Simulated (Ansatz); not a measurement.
A structure relaxed at PBE-D4/def2-TZVPD in Ansatz, charge -1, doublet:

```
atom    x (Å)    y (Å)    z (Å)
 Be1  -0.2276  -0.3370   0.0758
  F2   1.1485  -0.4000   0.5412
  F3  -0.9210   0.7370  -0.6170
```

Q: Give its formula and point group.

A: BeF₂⁻. Point group C2v (tolerance 0.1 Å).

Q: Summarise the bond lengths by kind (pairs closer than 1.2 times the sum of covalent radii, bridged metal pairs left out).

A: 2 × Be–F 1.45 Å.

The highest occupied level of the charge -1 doublet lies above zero (up to 1.80 eV). By energy differences its removal costs 0.74 eV (vertical, to the charge 0 singlet, at PBE-D4/def2-TZVPD); a positive level beside a positive removal energy at the same level points to self-interaction error. The structure comes from a short search, and lower isomers may exist.
